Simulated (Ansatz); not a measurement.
Stretching the Se3–H4 bond in BeH2Se (SMILES [BeH][SeH]) (multiplicity 1 held, fragments rigid). Energies count from the point at 1.475 Å.
Geometry at that point (charge 0, multiplicity 1):
```xyz
4

Be    -0.690    -0.761    -1.418
H     -1.209    -1.341    -2.491
Se     0.092     0.160     0.224
H      0.846    -1.065     0.547
```

R- and RO- levels are restricted; in cc, def2 and unpolarised 6-31G sets they are followed outwards from rest. U- levels take the lowest unrestricted solution at each point, which mixes spins at long bonds. Active spaces are followed from a long bond inwards. Levels need not reach the same state.

Correlated levels freeze the cores. Filled d and f shells under p-block atoms count as core.

Run with Ansatz (Gaussian orbitals). Values without a source in brackets are computed.

Energies in kJ/mol.

```csv
R (Å),R-HF/cc-pVDZ,U-MP2/cc-pVDZ,R-CCSD/cc-pVDZ,"SC-NEVPT2 on CASSCF(4,3)/cc-pVDZ","FIC-NEVPT4(SD) on CASSCF(4,3)/cc-pVDZ","FIC-MRCISD+Q on CASSCF(4,3)/cc-pVDZ"
1.180,149,153,156,168,159,156
1.327,27,29,30,36,32,31
1.475,0,0,0,0,0,0
1.622,23,20,18,13,16,17
1.769,69,63,58,49,54,56
1.991,155,166,129,116,123,125
2.212,242,248,197,179,187,189
2.581,370,300,281,253,263,265
2.949,473,316,330,292,301,304
3.392,566,321,357,310,320,322
3.981,653,323,370,317,326,329
4.719,718,324,375,318,328,330
```

Doubts at one or more of the structures used: a restricted determinant that unrestricted orbitals would lower (R-HF/cc-pVDZ, R-CCSD/cc-pVDZ); a spin-contaminated determinant (U-MP2/cc-pVDZ); other coupled-cluster roots lie near (R-CCSD/cc-pVDZ); active orbitals that take no part (SC-NEVPT2 on CASSCF(4,3)/cc-pVDZ, FIC-NEVPT4(SD) on CASSCF(4,3)/cc-pVDZ, FIC-MRCISD+Q on CASSCF(4,3)/cc-pVDZ).

Ansatz is a first-principles code.
